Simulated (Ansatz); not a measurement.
`C[Te][SiH2]O` → `OC[SiH2][TeH]`  (isomerisation)

Program: Ansatz. Geometries: PBE0-D4/def2-TZVP. ΔE: electronic, gas phase. CCSD(T)/CBS adds triple-zeta CCSD(T) − MP2 to the extrapolated MP2 energy (def2 sets, frozen cores). Functionals use def2-TZVPP. Elements past krypton have def2 core potentials. For Te outer-core shells are correlated without core-valence functions, which leaves a few kJ/mol of doubt a bond. One conformer a species, not always the lowest.

```json
{"level": "PBE-D4", "ΔE (kJ/mol)": "149.7", "difference from CCSD(T)/CBS": "-19.3"}
{"level": "PBE0-D4", "ΔE (kJ/mol)": "153.4", "difference from CCSD(T)/CBS": "-15.6"}
{"level": "ωB97M-V", "ΔE (kJ/mol)": "159.5", "difference from CCSD(T)/CBS": "-9.5"}
{"level": "PBE0", "ΔE (kJ/mol)": "153.1", "difference from CCSD(T)/CBS": "-15.9"}
{"level": "SCS-MP2/def2-TZVPP", "ΔE (kJ/mol)": "171.9", "difference from CCSD(T)/CBS": "2.9"}
{"level": "CCSD/def2-TZVPP", "ΔE (kJ/mol)": "163.0", "difference from CCSD(T)/CBS": "-6.0"}
{"level": "MP2/def2-QZVPP", "ΔE (kJ/mol)": "179.4", "difference from CCSD(T)/CBS": "10.4"}
{"level": "HF/CBS(def2)", "ΔE (kJ/mol)": "167.1", "difference from CCSD(T)/CBS": "-1.9"}
{"level": "MP2/CBS(def2)", "ΔE (kJ/mol)": "181.4", "difference from CCSD(T)/CBS": "12.4"}
{"level": "CCSD/CBS(def2)", "ΔE (kJ/mol)": "168.8", "difference from CCSD(T)/CBS": "-0.2"}
{"level": "CCSD(T)/CBS", "ΔE (kJ/mol)": "169.0", "difference from CCSD(T)/CBS": "0"}
```

Largest T1 diagnostic among the species: 0.011.

From PBE to PBE0 (25 % exact exchange), in def2-TZVPP and without D4, ΔE moves by +3.9 kJ/mol.
